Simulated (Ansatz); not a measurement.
One change: `O=C=NBF` becomes `O=C=NCF`.

Ansatz, PBE0-D4/def2-TZVP geometries, multiplicity 1. Each molecule was computed in one conformer, which needn't be the lowest.

```
                                      property  `O=C=NBF`
          HOMO–LUMO gap (PBE0/def2-TZVPP) / eV       7.99
zero-point energy (PBE0-D4/def2-TZVP) / kJ/mol       77.1
         LUMO energy (ωB97M-V/def2-TZVPP) / eV       0.82
       HOMO–LUMO gap (ωB97M-V/def2-TZVPP) / eV      12.33
         HOMO–LUMO gap (B3LYP/def2-TZVPP) / eV       7.51
            HOMO energy (PBE0/def2-TZVPP) / eV      -9.26
```

(1) What does the change do to each property? (Best estimate.)

Results:

(1) The calculation gave: 
| property | `O=C=NCF` | shift |
| --- | --- | --- |
| HOMO–LUMO gap (PBE0/def2-TZVPP) / eV | 8.56 | 0.57 |
| zero-point energy (PBE0-D4/def2-TZVP) / kJ/mol | 116.1 | 39.0 |
| LUMO energy (ωB97M-V/def2-TZVPP) / eV | 2.28 | 1.46 |
| HOMO–LUMO gap (ωB97M-V/def2-TZVPP) / eV | 12.99 | 0.66 |
| HOMO–LUMO gap (B3LYP/def2-TZVPP) / eV | 8.02 | 0.51 |
| HOMO energy (PBE0/def2-TZVPP) / eV | -8.46 | 0.80 |

With PBE0 the HOMO rises by 0.80 eV and the LUMO rises by 1.37 eV, so the gap widens by about 0.57 eV. PBE moves the HOMO by 0.79 eV and ωB97M-V by 0.80 eV. The zero-point energy changes by 39.0 kJ/mol with +3 modes.

B3LYP here is the variant with VWN-RPA as its local correlation; programs differ in this.
